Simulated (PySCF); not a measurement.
## Trend along group 14: MI molecules

CCSD(T) with double-zeta basis sets in PySCF, for the lowest determinant that a PBE0 search found; no spin–orbit coupling. De refers to high-spin ground-configuration atoms.

| M | basis | reference, frozen orbitals | state (unpaired electrons) | Re (Å) | ωe (cm⁻¹) | De (eV) |
| --- | --- | --- | --- | --- | --- | --- |
| C | x2c-SVPall | UHF, 19 | doublet (π ↑) | 2.061 | 612 | 2.45 |
| Si | x2c-SVPall | UHF, 23 | doublet (π ↑) | 2.474 | 357 | 2.83 |
| Ge | cc-pVDZ-PP | UHF, 8 | doublet (π ↑) | 2.567 | 239 | 2.68 |
| Sn | def2-SVP | UHF, 8 | doublet (π ↑) | 2.758 | 194 | 2.59 |
| Pb | def2-SVP | UHF, 8 | doublet (π ↑) | 2.852 | 164 | 2.52 |

The shortest bond is that of CI (2.061 Å), the longest that of PbI (2.852 Å).

The rows differ in basis set, which adds steps of its own.

Down a group the atoms grow and get heavier, so bonds lengthen and wavenumbers fall; this series shows no clear exception.

Correlated steps freeze the inner cores (8 to 23 orbitals); shallow outer-core shells are correlated. Correlated levels converge slowly with the basis: in double zeta they bind strong bonds too weakly, by up to about 1 eV, and carry superposition errors of some tenths. Spin–orbit coupling is left out, which matters for elements this heavy, above all for dissociation energies. States were picked by a PBE0 search and need not be the measured ground states.
